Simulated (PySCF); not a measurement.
Stepwise substitution at one centre (Si C2H5-SH). Isolated molecules, 0 K electronic values unless said otherwise. One relaxed conformer stands for each flexible species; it need not be the lowest. Strings in code marks are SMILES. All members: neutral, multiplicity 1. Level: PBE0-D4/def2-TZVP // PBE0-D4/def2-SVP (PySCF). Delta-SCF ions had no search for a lower state.  The removal energy is E(N − 1 electrons) − E(N electrons) at the parent's geometry; ε(HOMO) is measured against the vacuum level.

```tsv
species	−ε(HOMO) (eV)	vertical ionisation energy (Delta-SCF) (eV)
`CC[Si](S)(CC)CC`	6.99	8.88
`CC[Si](S)(S)CC`	7.03	8.84
`CC[Si](S)(S)S`	7.35	9.15
`S[Si](S)(S)S`	7.47	withheld
`CC[Si](CC)(CC)CC`	7.63	9.26
```

Task: Fit vertical ionisation energy (Delta-SCF) = a + b·x to the 4 complete rows by least squares, with x = −ε(HOMO) in eV. Give a, b and the rms residual, and predict the withheld value.

Result: Means of the 4 rows: x̄ = 7.25, ȳ = 9.0325 eV. Σ(x − x̄)² = 0.2704 and Σ(x − x̄)(y − ȳ) = 0.1802, so b = 0.666 and a = ȳ − b·x̄ = 4.204 eV. The rms residual is 0.038 eV. At x = 7.47 the line gives 9.18 eV. The run for `S[Si](S)(S)S` gave 9.23 eV, so the line is off by 0.05 eV, within twice the rms residual.

Codes: PySCF.
